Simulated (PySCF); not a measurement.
A GIAO shielding run with PySCF 2.14.0 with density-fitted response routines (density fitting, non-relativistic, gas phase) on `C=C[SiH2][C@](C)(Cl)CC#N`, C$_{6}$H$_{10}$ClNSi:

```
$ OMP_NUM_THREADS=1 python probes_run.py task.json out

{"job": {"kind": "nmr", "xc": "PBE0", "basis": "pcSseg-1"}, "charge": 0, "multiplicity": 1}
C     -2.606103     1.284576     0.330754
C     -2.158309     0.040088     0.411351
Si    -0.966400    -0.736193    -0.818906
C      0.781712    -0.707387     0.002800
C      1.876554    -1.252841    -0.892579
Cl     0.646047    -1.797910     1.445314
C      1.157770     0.675346     0.541015
C      1.237257     1.634702    -0.528201
N      1.302067     2.393399    -1.381041
H     -3.282393     1.706543     1.059238
H     -2.314395     1.940415    -0.473989
H     -2.487401    -0.574091     1.241717
H     -0.886777     0.040350    -2.056303
H     -1.285562    -2.142940    -1.060484
H      1.988866    -0.602237    -1.758490
H      2.831247    -1.301712    -0.368340
H      1.625302    -2.251511    -1.241573
H      2.127143     0.641794     1.050592
H      0.403571     1.018858     1.255034
```

Hardware: 1 thread of an Arm Neoverse V1, shared host. The job also computes population analyses, field gradients.

Question: How large is the calculation?

Answer: 84 electrons, 217 basis functions and 1164 auxiliary functions.

Question: How long does it take, and how much memory does it need?

Answer: 51 s of wall time, with 14 SCF cycles and 5 response iterations; peak memory 1 GiB. Times on a shared host scatter by some tens of per cent.
